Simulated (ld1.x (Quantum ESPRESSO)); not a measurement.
**Cutoff test, Be, TM**

```
Element                 : Be
Generator               : ld1.x (Quantum ESPRESSO) 7.5
Type                    : norm-conserving Troullier–Martins (Kleinman–Bylander form)
Functional              : LDA (PZ)
Relativity              : scalar-relativistic
Frozen core             : none
Valence charge          : 4
Reference configuration : 1s2 2s1.75 2p0 (charge +0.25)
Partial waves           : 1s (bound): rc 0.50 bohr; 2p (bound, empty): rc 3.55 bohr
Local potential         : the p channel
Core correction         : none
```

Occupied shells without a wave of their own: 2s. They enter only through the test configuration that unscreens the potential.

The pseudo-atom Hamiltonian at the reference potential is diagonalised in spherical Bessel functions j_l(qr) that vanish at 20 bohr, with q² up to the cutoff. All-electron valence levels (Ry): 1s -7.9005, 2s -0.5503, 2p -0.2833.

**Question.** How do the lowest levels (Ry) of each channel move with the cutoff, and are there ghosts?

**Answer.**

```json
{"cutoff (Ry)": "8", "s #1": "-2.4442", "s #2": "-0.2290", "p #1": "-0.2815", "p #2": "-0.0088", "d #1": "0.0210", "d #2": "0.1025", "f #1": "0.0769", "f #2": "0.1991", "Σ f·Δε (mRy)": "11575.2"}
{"cutoff (Ry)": "25", "s #1": "-3.9143", "s #2": "-0.4056", "p #1": "-0.2833", "p #2": "-0.0091", "d #1": "0.0210", "d #2": "0.1025", "f #1": "0.0769", "f #2": "0.1991", "Σ f·Δε (mRy)": "8326.0"}
{"cutoff (Ry)": "50", "s #1": "-5.6499", "s #2": "-0.5232", "p #1": "-0.2833", "p #2": "-0.0091", "d #1": "0.0210", "d #2": "0.1025", "f #1": "0.0769", "f #2": "0.1991", "Σ f·Δε (mRy)": "4649.1"}
{"cutoff (Ry)": "100", "s #1": "-7.1057", "s #2": "-0.5859", "p #1": "-0.2833", "p #2": "-0.0091", "d #1": "0.0210", "d #2": "0.1025", "f #1": "0.0769", "f #2": "0.1991", "Σ f·Δε (mRy)": "1627.7"}
{"cutoff (Ry)": "180", "s #1": "-7.7756", "s #2": "-0.6079", "p #1": "-0.2833", "p #2": "-0.0091", "d #1": "0.0210", "d #2": "0.1025", "f #1": "0.0769", "f #2": "0.1991", "Σ f·Δε (mRy)": "249.5"}
{"cutoff (Ry)": "400", "s #1": "-7.8972", "s #2": "-0.6115", "p #1": "-0.2833", "p #2": "-0.0091", "d #1": "0.0210", "d #2": "0.1025", "f #1": "0.0769", "f #2": "0.1991", "Σ f·Δε (mRy)": "0.0"}
```

Result: no extra level below or beside the all-electron valence levels (s, p, d, f tested); 10 mRy is reached at 300 Ry and 1 mRy at over 300 Ry.

The potential misses its own reference levels by up to 0.8 eV. 1 of 9 tests not solved or not reliable.
